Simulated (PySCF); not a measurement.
Stepwise substitution at one centre (Ge C2H5-I). Isolated molecules, 0 K electronic values unless said otherwise. One relaxed conformer stands for each flexible species; it need not be the lowest. Strings in code marks are SMILES.

The S1–T1 gap (TDA) from two functionals at the same geometries (B3LYP-D3(BJ)/def2-SVP), both in PySCF: PBE-D3(BJ)/def2-TZVP and ωB97X-D3(BJ)/def2-TZVP. Excitations are Tamm–Dancoff values on a coarser integration grid. The basis has no diffuse functions, so Rydberg states are missing or too high.

| species | PBE-D3(BJ)/def2-TZVP (eV) | ωB97X-D3(BJ)/def2-TZVP (eV) |
|---|---|---|
| 1 of 4 C2H5 replaced by I (`C[CH2][Ge]([I])([CH2]C)[CH2]C`) | 0.43 | 0.45 |
| 2 of 4 C2H5 replaced by I (`C[CH2][Ge]([I])([I])[CH2]C` (C–C–Ge–I torsion 58°, I–Ge–C–C torsion -59°)) | 0.49 | 0.54 |
| 3 of 4 C2H5 replaced by I (`C[CH2][Ge]([I])([I])[I]` (C–C–Ge–I torsion 180°)) | 0.26 | 0.39 |

Over these rows, drawn at random from the members with no instability flagged (it was tested for open shells, ions and some series alone), PBE minus ωB97X-D3(BJ): mean -0.07 eV, from -0.14 eV to -0.02 eV.
